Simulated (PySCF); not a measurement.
## `C(/C(C=O)=C\Cl)(F)(F)F`, C4H2ClF3O

Molfile (atoms numbered from 1):
```
C4H2ClF3O
     RDKit          3D

 11 10  0  0  0  0  0  0  0  0999 V2000
    2.4230    0.6350    0.0770 O   0  0  0  0  0  0  0  0  0  0  0  0
    1.5267   -0.1590    0.1479 C   0  0  0  0  0  0  0  0  0  0  0  0
    0.0967    0.1839   -0.0270 C   0  0  0  0  0  0  0  0  0  0  0  0
   -0.2397    1.4595   -0.2796 C   0  0  0  0  0  0  0  0  0  0  0  0
   -1.7821    2.0862   -0.5129 Cl  0  0  0  0  0  0  0  0  0  0  0  0
   -0.8501   -0.9796    0.1027 C   0  0  0  0  0  0  0  0  0  0  0  0
   -0.5702   -1.9346   -0.8021 F   0  0  0  0  0  0  0  0  0  0  0  0
   -2.1381   -0.6751   -0.0514 F   0  0  0  0  0  0  0  0  0  0  0  0
   -0.7356   -1.5651    1.3080 F   0  0  0  0  0  0  0  0  0  0  0  0
    1.7042   -1.2273    0.3540 H   0  0  0  0  0  0  0  0  0  0  0  0
    0.5706    2.1789   -0.3427 H   0  0  0  0  0  0  0  0  0  0  0  0
  1  2  2  0
  2  3  1  0
  3  4  2  0
  4  5  1  0
  3  6  1  0
  6  7  1  0
  6  8  1  0
  6  9  1  0
  2 10  1  0
  4 11  1  0
M  END
```

Level of theory: GIAO PBE/pcSseg-1 magnetisability, rotational g tensor and spin-rotation constants, non-relativistic, gas phase (PySCF). Geometry: GFN2-xTB.

What are the magnetisability and the molar susceptibility?

Isotropic -1051 × 10⁻³⁰ J/T², or -63.3 × 10⁻⁶ cm³/mol; principal values -1270, -1031, -853 × 10⁻³⁰ J/T², anisotropy 363 × 10⁻³⁰ J/T² (root of half the summed squared differences of the principal values). The susceptibility is in cgs units.

Split it along the inertial axes a, b, c into diamagnetic and paramagnetic parts about the centre of mass, with the quadrupole moment.


| axis | χ (10⁻⁶ cm³/mol) | diamagnetic (10⁻⁶ cm³/mol) | paramagnetic (10⁻⁶ cm³/mol) | summed x² of all electrons (Å²) | quadrupole Θ (D Å) |
| --- | --- | --- | --- | --- | --- |
| a | -61.3 | -807.7 | 746.4 | 188.8 | +6.34 |
| b | -52.1 | -939.0 | 886.9 | 157.9 | -8.64 |
| c | -76.5 | -1470.7 | 1394.2 | 32.5 | +2.30 |

Anisotropies 2χaa − χbb − χcc = +6.1 and 2χbb − χaa − χcc = +33.5 × 10⁻⁶ cm³/mol. Θ is traceless in Buckingham's convention.

And the rotational g tensor?


```csv
axis,rotational constant (GHz),g,nuclear part,electronic part
a,1.5170,-0.0320,0.5000,-0.5320
b,1.2561,-0.0267,0.4967,-0.5234
c,0.7802,-0.0100,0.5010,-0.5110
```
Asymmetric top; isotopes 12C, 35Cl, 19F, 1H, 16O; no vibrational averaging.
